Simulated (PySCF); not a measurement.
Symmetry of computed structures. Theory: CAM-B3LYP/def2-SVPD in PySCF (dipole) on a GFN2-xTB geometry, gas phase. The symmetry is that of the one conformer found, every atom within 0.08 Å of its image; none is proved a minimum here.

**Question.** What symmetry has `[CH:1]#[C:2]/[CH:3]=[C:4](/[CH3:5])[Si:6]([F:7])([F:8])[F:9]` with H–C5–C4–C3 0° (nearest H)?

**Answer.** Cs; asymmetric top; symmetry number 1; 2 operations, which sort the 14 atoms into 12 sets; dipole 3.26 D, in the ab plane, which is the mirror; heavy atoms equivalent by symmetry: F7/F8.

**Question.** What symmetry has `C1C[Si]1(C(F)(F)F)C#C`?

**Answer.** Cs; asymmetric top; symmetry number 1; 2 operations, which sort the 14 atoms into 10 sets; dipole 3.01 D, in the ab plane, which is the mirror.

**Question.** Point group, rotor type and polarity of `[CH:1]#[C:2]/[C:3](=[CH:4]/[SiH3:5])[C:6]([F:7])([F:8])[F:9]` with H–Si5–C4–C3 -62° (nearest H)?

**Answer.** Cs; asymmetric top; symmetry number 1; 2 operations, which sort the 14 atoms into 12 sets; dipole 2.33 D, in the ab plane, which is the mirror.
